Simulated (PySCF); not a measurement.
HO4S, SMILES S([O])(=O)(=O)O, multiplicity 2.

Coordinates come from a TPSSh-D3(BJ)/def2-SVP optimisation. The isomer is the one that the SMILES or the coordinates give; other isomers of the formula were not compared. The values are those of a single conformer.

Two levels are set side by side: PBE/def2-TZVP (PySCF) and ωB97X/def2-TZVP (PySCF). Same geometry, gas phase. Differences are taken from unrounded values.

| quantity | PBE |
|---|---|
| α-spin orbital gap (eV) | 7.35 |
| β-spin orbital gap (eV) | 0.79 |
| dipole moment (D) | 2.58 |
| mean polarisability (bohr³) | 36.3 |

Q: These are the PBE values. What does ωB97X give? (Estimate from the structure and the level; the computed values follow.)

A: 
```json
[
 {"quantity": "α-spin orbital gap (eV)", "ωB97X": "14.98", "PBE minus ωB97X": "-7.63"},
 {"quantity": "β-spin orbital gap (eV)", "ωB97X": "8.03", "PBE minus ωB97X": "-7.24"},
 {"quantity": "dipole moment (D)", "ωB97X": "2.85", "PBE minus ωB97X": "-0.27"},
 {"quantity": "mean polarisability (bohr³)", "ωB97X": "38.1", "PBE minus ωB97X": "-1.8"}
]
```

Rough cost on one machine, each run with all the roots and properties that it gave: ωB97X against PBE within a factor of 2.
